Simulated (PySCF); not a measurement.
SnCl3Br, SMILES [Cl][Sn]([Cl])([Br])[Cl].

Coordinates come from a PBE-D3(BJ)/def2-SVP optimisation. The structure was generated by enumeration; whether it is a known compound was not checked. The def2 effective core potentials stand for the cores of Sn; spin–orbit coupling is left out.

All values below come from M06-2X/def2-TZVP in PySCF.

Gas-phase values at a fixed geometry.

Computed frontier levels, gap, dipole moment and polarisability:
```yaml
highest_occupied_level: -10.58 eV
lowest_empty_level: -2.70 eV
orbital_gap: 7.87 eV
dipole_moment: 0.60 D
quadrupole, principal values (traceless, Buckingham form, about the centre of nuclear charge): -0.93, -0.93, 1.86 D·Å
mean_static_polarisability: 94.2 bohr³ (13.96 Å³)
polarisability_principal_values: 91.0, 91.0, 100.6 bohr³
```
